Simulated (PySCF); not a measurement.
C2HCl3, SMILES C(Cl)(=CCl)Cl.

Geometry: B3LYP-D3(BJ)/def2-SVP.

Two levels are set side by side: PBE/def2-TZVP (PySCF) and ωB97X/def2-TZVP (PySCF). Same geometry, gas phase. Differences are taken from unrounded values.

| quantity | ωB97X | PBE | PBE minus ωB97X |
|---|---|---|---|
| orbital gap (eV) | 10.90 | 4.38 | -6.52 |
| highest occupied level (eV) | -9.68 | -6.20 | 3.47 |
| lowest empty level (eV) | 1.22 | -1.83 | -3.05 |
| dipole moment (D) | 0.92 | 0.78 | -0.15 |
| mean polarisability (bohr³) | 60.0 | 62.6 | 2.6 |

PBE's occupied levels lie high since its potential decays too fast outside the molecule; exact exchange lowers them and widens the gap. Loosely held outer electrons make PBE densities more polarisable. Differences between two approximate levels are no errors against the true value.

Rough cost on one machine, each run with all the roots and properties that it gave: ωB97X against PBE within a factor of 2.
